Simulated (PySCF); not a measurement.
A run for PySCF: R-BP86/6-31G* on BH3Se2 (SMILES [SeH]B[SeH]), a point of a torsion scan.

```python
from pyscf import gto, scf, dft, mp
from pyscf.data.elements import chemcore

mol = gto.M(
    atom='''
    Se   -1.77147645   -0.20915924   -0.68716294
    B    -0.31239512    0.91101018   -0.18954580
    Se   -0.02319522    1.47668465    1.60431234
    H    -1.93226455   -0.93549945    0.55280887
    H     0.29215584    1.40970820   -1.05750135
    H     1.11485843    2.32607433    1.36643645
    ''',
    basis='6-31g*',
    cart=True,
    charge=0, spin=0, verbose=3, max_memory=1800)
mf = dft.RKS(mol, xc='b88,p86')
mf.conv_tol = 1e-8
mf.max_cycle = 100
mf.kernel()
if not mf.converged:
    mf = mf.newton().run(mf.mo_coeff, mf.mo_occ)
```

Program output:

```
converged SCF energy = -4829.75752386444
```

The run converged.

Cost: around 14 core-seconds (rough).
